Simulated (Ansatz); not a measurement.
This geometry of AlCl3 + CH4 (9 atoms, charge 0, multiplicity 1) is a first-order saddle point.

These are results of RKS PBE0/def2-SVP (Ansatz), not measurements.

```xyz
9
Properties=species:S:1:pos:R:3
Al -0.361 -0.958 0.060
Cl -2.200 0.569 0.295
Cl -0.661 -2.021 -1.730
Cl -0.140 -2.035 1.852
H -0.833 0.942 0.063
C 0.802 0.683 -0.089
H 0.543 1.689 -0.471
H 1.334 0.825 0.864
H 1.516 0.306 -0.845
```

**Question.** Which two structures does it join? (They come from a converged band through this point; their orientation in space is the band's.)

**Answer.** Bonds broken: Al1–Cl2, H5–C6. Bonds formed: Al1–C6, Cl2–H5. AlCl3 + CH4 becomes CH4AlCl3.

First end point:

```xyz
9
Properties=species:S:1:pos:R:3
Al -0.898 -1.065 0.082
Cl -2.680 0.022 0.302
Cl -0.514 -1.956 -1.778
Cl 0.040 -1.829 1.788
H -0.217 1.100 0.315
C 0.809 0.951 -0.067
H 1.022 1.825 -0.698
H 1.506 0.884 0.776
H 0.933 0.068 -0.720
```

Last end point:

```xyz
9
Properties=species:S:1:pos:R:3
Al -0.126 -0.996 -0.060
Cl -2.268 0.454 0.554
Cl -0.897 -1.900 -1.809
Cl -0.102 -2.206 1.673
H -1.629 1.576 0.519
C 1.056 0.541 -0.194
H 0.747 1.245 -0.984
H 1.147 1.089 0.759
H 2.071 0.197 -0.458
```

**Question.** How far does it lie above each of them?

**Answer.** 1.71 eV above the first and 0.31 eV above the second. This is the barrier of this one path; another mechanism may lie lower. The orbitals stay closed-shell, which can raise the energy where a bond breaks towards radicals; this wasn't checked here.

Run time: 3.1 min on 2 threads of Intel(R) Xeon(R) 6975P-C (Granite Rapids), on a shared host, peak memory 0.27 GiB.
